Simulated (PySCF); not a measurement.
Calculation: TPSSh-D3(BJ)/def2-TZVP // TPSS-D3(BJ)/def2-SVP (PySCF). Gas-phase values, no solvent. One relaxed conformer stands for a flexible species; it need not be the lowest. 

Reference species: [Mo(OH)4(NH2)2] (neutral, multiplicity 1).

| Quantity | Value |
|---|---|
| HOMO | -6.73 eV |
| coordination number | 6 |
| HOMO–LUMO gap | 3.46 eV |

Changed species: [Mo(OH)6] (0 of 6 OH replaced by NH2; the reference has 2 of 6 OH replaced by NH2).

Question: Predict the effect on the HOMO, coordination number and HOMO–LUMO gap.

Answer: the HOMO falls by 1.17 eV, to -7.90 eV; the coordination number is nearly the same; the HOMO–LUMO gap increases by 0.46 eV, to 3.92 eV.
